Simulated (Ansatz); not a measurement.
Q: Name a neutral molecule of B, C, F, O and H with HOMO energy (PBE/def2-TZVPP) between -7.20 and -6.90 eV and HOMO–LUMO gap (B3LYP/def2-TZVPP) between 4.35 and 4.65 eV (Ansatz, PBE0-D4/def2-TZVP geometry).

A: `C[B-]1(O)OC(C(F)(F)F)=CC(C(F)(F)F)=[O+]1` (-7.07 eV, 4.44 eV). Other molecules can fit too; these were computed, each in one conformer that needn't be the lowest.

B3LYP here is the variant with VWN-RPA as its local correlation; programs differ in this.
